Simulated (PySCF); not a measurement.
# C7H9NOSi: full NMR table

- Formula: C7H9NOSi
- SMILES: C#C[C@@H]1C[SiH2]OC[C@H]1C#N
- Point group of the computed structure: C1
- Degrees of unsaturation: 5
- Carbon signals: 7
- Proton signals: 9

Atom-mapped SMILES (the numbers label the heavy atoms): `[CH:1]#[C:2][C@@H:3]1[CH2:4][SiH2:5][O:6][CH2:7][C@H:8]1[C:9]#[N:10]` (H(Xn): hydrogen on atom n). Ha(C4), Ha(Si5), Ha(C7) are cis to C2 on the ring; Hb(C4), Hb(Si5), Hb(C7) are trans to C2 on the ring.

- geometry from GFN2-xTB
- shielding tensors at PBE0/pcSseg-1 (GIAO)
- program: PySCF
- non-relativistic, no solvent, one computed conformer

References, each an isolated molecule treated in the same way: $^{1}$H, $^{13}$C, $^{29}$Si vs TMS; $^{15}$N vs NH3; $^{17}$O against H2O.

```tsv
carbon	δC, type	δH (multiplicity)	HMBC from (2–3 bonds)	span of the C tensor (ppm)
C1	80.7, CH	1.92 (d)	H(C3)	204
C2	90.2, C	–	H(C3), H(C8), H(C1), Hb(C4), Ha(C4)	310
C3	32.8, CH	2.63 (m)	Hb(Si5), Ha(Si5), Ha(C7), Hb(C7), H(C8), H(C1), Hb(C4), Ha(C4)	19
C4	20.2, CH2	Hb(C4) 1.16 (m); Ha(C4) 1.14 (m)	Hb(Si5), Ha(Si5), H(C3), H(C8)	24
C7	69.6, CH2	Ha(C7) 4.50 (m); Hb(C7) 3.93 (m)	Hb(Si5), Ha(Si5), H(C3), H(C8)	56
C8	38.2, CH	2.36 (m)	Ha(C7), Hb(C7), H(C3), Hb(C4), Ha(C4)	17
C9	122.7, C	–	Ha(C7), Hb(C7), H(C3), H(C8)	350
```

Other nuclei:
```json
{"atoms": "Hb(Si5)", "nucleus": "$^{1}$H", "environment": "hydrogen on a silicon bonded to C, O, in a 6-membered ring", "δ (ppm)": "5.07", "σ (ppm)": "26.65"}
{"atoms": "Ha(Si5)", "nucleus": "$^{1}$H", "environment": "hydrogen on a silicon bonded to C, O, in a 6-membered ring", "δ (ppm)": "4.84", "σ (ppm)": "26.88"}
{"atoms": "Si5", "nucleus": "$^{29}$Si", "environment": "silicon bonded to C, O, 2 H, in a 6-membered ring", "δ (ppm)": "-21.7", "σ (ppm)": "370.8"}
{"atoms": "N10", "nucleus": "$^{15}$N", "environment": "nitrile nitrogen", "δ (ppm)": "307.4", "σ (ppm)": "-39.7"}
{"atoms": "O6", "nucleus": "$^{17}$O", "environment": "oxygen bonded to C, Si, in a 6-membered ring", "δ (ppm)": "24.4", "σ (ppm)": "311.7"}
```

1. Carbon types of the structure: 2 × C, 3 × CH, 2 × CH2, leaving 2 H on heteroatoms.
2. δC 122.7: nitrile carbon; typical of a nitrile.
3. δC 90.2: alkyne carbon; the triple bond shields along its axis, which puts it between sp3 and sp2 carbons.
4. δC 80.7: terminal alkyne carbon; the triple bond shields along its axis, which puts it between sp3 and sp2 carbons.
5. δC 69.6: sp3 CH2 bonded to O; pulled downfield by the heteroatom.
6. δC 38.2: sp3 CH α to a nitrile; saturated and bonded to C and H only.

Shifts are as computed. Against solution values, carbons near 30 ppm lie about +3 ppm off and those near 130 ppm about +5 ppm. Of 1211 compounds with measured shifts, 218 miss one by over three times the rms of a fit or turn the order of signals round; such compounds aren't used in these exercises. Experimental scales use liquid or dissolved standards, which lie at an offset from isolated NH3 (liquid NH3: subtract about 20 ppm) and H2O (liquid H2O: subtract about 36 ppm). Unscaled 15N shifts of sp2 nitrogen come out 20 to 40 ppm too high even then. Multiplicities follow the n + 1 count of equivalent neighbours, as no J values were calculated; m marks all less simple cases, F and P coupling included.
